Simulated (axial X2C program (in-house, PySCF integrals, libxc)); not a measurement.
**Low determinants of RuF at the PBE0 level, with spin–orbit coupling**

Computed with an in-house relativistic program for diatomic molecules. Two-component (2c) means X2C with spin–orbit coupling and atomic mean-field two-electron Coulomb and Gaunt terms. Basis: Ru dyall-cv3z [12s12p8d5f3g], F dyall-av3z [7s6p3d2f] (cores contracted in-house); Gaussian nuclei, density fitting, unrestricted open shells. Masses: Ru 101.904 u, F 18.998 u.

Search at 1.890 Å (vertical energies from the lowest determinant):

```csv
ΔE (eV),state,electrons beyond evenly filled partner blocks,"electrons in ±ω = 1/2, 3/2, 5/2, 7/2"
0.00,Ω = 9/2,"ω = 1/2, ω = 3/2, ω = 5/2",35 15 3 0
0.09,Ω = 7/2,"ω = -1/2, ω = 3/2, ω = 5/2",35 15 3 0
0.26,Ω = 5/2,ω = 5/2,34 16 3 0
0.31,Ω = 1/2,ω = 1/2,35 14 4 0
0.33,Ω = 3/2,"ω = 1/2, ω = -3/2, ω = 5/2",35 15 3 0
0.35,Ω = 3/2,ω = 3/2,34 15 4 0
0.79,Ω = 5/2,ω = 5/2,36 14 3 0
```

Lowest determinant, Ω = 9/2 (⟨Sz⟩ = 1.52, ⟨Lz⟩ = 2.98 at PBE0): Re = 1.899 Å, ωe = 565.6 cm⁻¹.

The determinant in row 2 of the search, Ω = 7/2 (⟨Sz⟩ = 1.48, ⟨Lz⟩ = 2.02 at PBE0), was followed along the bond at PBE0; measured from the minimum of the lowest determinant it gives:

Te = 0.089 eV (717 cm⁻¹), Re = 1.901 Å, ωe = 546.5 cm⁻¹.

Problem. Compare the bond of the determinant in row 2 with that of the lowest one.

Solution. At PBE0 its Re is 0.002 Å longer and its force constant, which goes as ωe², is 0.93 times that of the lowest determinant. T0 ≈ Te + Δωe/2 = 717 + (-10) = 707 cm⁻¹.

The search compares states at one distance, so a state with another bond length can lie lower; it is not exhaustive and yields mostly the lowest determinant of each block pattern, so other components and higher states of one pattern are missing. These are energies of single determinants, not of spin-adapted states; PBE0 term energies can be off by some tenths of an eV, and the functional has no current term. The lowest determinant need not be the ground state where others lie within half an eV.
